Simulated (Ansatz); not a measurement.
`C1O[SiH2][Se]1`, relaxed with RKS PBE-D4/def2-SVP in Ansatz 0.2.0 from a rough embedded geometry. The force threshold is 0.03 eV/Å; the program also tests the step.

The species carries charge 0 and has multiplicity 1.

Start:

```xyz
8

C     0.155   -1.068   -0.282
O     0.960   -0.196    0.391
Si   -0.097    1.145    0.302
Se   -1.489   -0.145   -0.743
H    -0.104   -1.988    0.308
H     0.702   -1.463   -1.243
H    -0.602    1.492    1.698
H     0.474    2.223   -0.432
```

(1) How much energy does the relaxation release, and in how many steps? (An estimate is asked.)

(2) Which bonds change most? (Best estimate.)

(3) Give the relaxed structure. (Best estimate.)

Answers

(1) Ansatz gave: 42.54 kJ/mol, in 5 steps.

(2) Computed: Si3–Se4 from 2.167 to 2.291 Å; C1–Se4 from 1.941 to 2.044 Å; Si3–H8 from 1.424 to 1.505 Å; C1–H6 from 1.174 to 1.110 Å.

(3) Ansatz gave: 
```xyz
8

C     0.178   -1.165   -0.318
O     0.929   -0.195    0.389
Si   -0.114    1.154    0.346
Se   -1.546   -0.195   -0.828
H    -0.076   -2.039    0.318
H     0.693   -1.495   -1.245
H    -0.546    1.603    1.715
H     0.482    2.332   -0.376
```
